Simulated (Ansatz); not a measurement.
`CO[SiH](F)[O][GeH3]` → `CO[Si]F` + `[OH][GeH3]` at 700 K and 1 bar (silylene formation by 1,1-elimination).

Isolated molecules relaxed with PBE0-D4/def2-TZVP in Ansatz; ΔE leaves out vibrations. CCSD(T)/CBS adds triple-zeta CCSD(T) − MP2 to the extrapolated MP2 energy (def2 sets, frozen cores). For Ge outer-core shells are correlated without core-valence functions, which leaves a few kJ/mol of doubt a bond. Scalar relativity is left out up to krypton. One conformer a species, not always the lowest.

```json
{"species": "`CO[SiH](F)[O][GeH3]`", "CCSD(T)/CBS energy (Eh)": "-2657.77092", "H − E (kJ/mol)": "319.3", "S (J/(mol·K))": "577.1"}
{"species": "`CO[Si]F`", "CCSD(T)/CBS energy (Eh)": "-503.96814", "H − E (kJ/mol)": "171.6", "S (J/(mol·K))": "384.4"}
{"species": "`[OH][GeH3]`", "CCSD(T)/CBS energy (Eh)": "-2153.69723", "H − E (kJ/mol)": "141.7", "S (J/(mol·K))": "338.7"}
```

H − E and S are ideal-gas, rigid-rotor, harmonic terms from PBE0-D4/def2-TZVP, for one conformer and one mirror image of each species. 1 Eh = 2625.50 kJ/mol, R = 8.31446 J/(mol·K).

Problem. By hand: ΔE, ΔH, ΔS and ΔG.

Solution. ΔE = (-503.96814) + (-2153.69723) − (-2657.77092) = 0.10555 Eh = 277.1 kJ/mol. Δ(H − E) = 171.6 + 141.7 − 319.3 = -6.0, so ΔH = 271.1 kJ/mol. ΔS = 384.4 + 338.7 − 577.1 = 146.0 J/(mol·K). ΔG = 271.1 − 700 × (146.0)/1000 = 168.9 kJ/mol.

Problem. By hand: the equilibrium constant, and the temperature at which ΔG would vanish if ΔH and ΔS stayed fixed.

Solution. log₁₀ K = −ΔG/(RT ln 10) = -12.6. ΔG = 0 at ΔH/ΔS = 1857 K.

The number of gas molecules changes by +1, which sets the sign of ΔS. A doubt of 5 kJ/mol in ΔE shifts log₁₀ K by 0.4 here. Other conformers and mirror images would add mixing entropy, several J/(mol·K) or more a flexible species. Modes under 60 cm⁻¹, often nearly free rotors, make the harmonic entropy too high. These are equilibria of isolated gas molecules and say nothing of rates. Largest T1 diagnostic: 0.014 (customary marks: 0.02 for closed shells, 0.045 for open ones).
